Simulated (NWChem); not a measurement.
Isomers of C3H5NOSi, each optimised at B3LYP/6-31G* with NWChem, gas phase unless a solvent is named. Flexible species stand in one conformer each, which need not be the lowest. Pople sets run with spherical d functions. Shieldings are non-relativistic GIAO values without spin-orbit effects.

A: C1=CO[SiH2]N=C1
B: [SiH3]c1ncco1
C: N#C[C@@H]([SiH3])C=O
D: [SiH3]c1cocn1

```
quantity                                                         A      B      C      D
-----------------------------------------------------------  -----  -----  -----  -----
orbital gap (eV), B3LYP/6-31G*                                5.06   6.28   6.16   6.77
highest harmonic frequency (cm⁻¹), B3LYP/6-31G*               3226   3319   3078   3313
SMD solvation free energy in water, B3LYP/6-31G* (kcal/mol)   -1.9   -0.9   -3.9   -0.9
29Si shift against tetramethylsilane, PBE0/pcSseg-1 (ppm)    -25.3  -82.0  -58.3  -82.5
```
